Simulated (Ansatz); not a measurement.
`[OH][Sc]([OH])[OH]`, relaxed with RKS PBE0-D4/def2-TZVP in Ansatz 0.2.0 from a GFN2-xTB geometry. The force threshold is 0.005 eV/Å; the program also tests the step.

The species carries charge 0 and has multiplicity 1.

Start:

```xyz
7

O     1.314   -1.214    0.223
Sc    0.006    0.003   -0.004
O     0.263    1.415   -1.090
O    -1.561   -0.206    0.857
H     1.817   -1.972    0.522
H     0.610    2.067   -1.698
H    -2.451   -0.093    1.190
```

```csv
step,energy (eV),largest force (eV/Å),largest move (Å)
1,-26885.9618,2.207,0.000
2,-26886.1900,0.521,0.055
3,-26886.2052,0.023,0.019
4,-26886.2053,0.032,0.012
5,-26886.2053,0.020,0.009
6,-26886.2054,0.001,0.009
7,-26886.2054,0.002,0.006
```

End:

```xyz
7

O     1.355   -1.268    0.247
Sc    0.000    0.000    0.000
O     0.283    1.463   -1.133
O    -1.638   -0.195    0.886
H     1.890   -2.010    0.510
H     0.631    2.111   -1.737
H    -2.521   -0.101    1.227
```

Hardware: 4 threads of a server CPU on a shared host. Wall time 17 s, peak host memory 0.36 GiB.
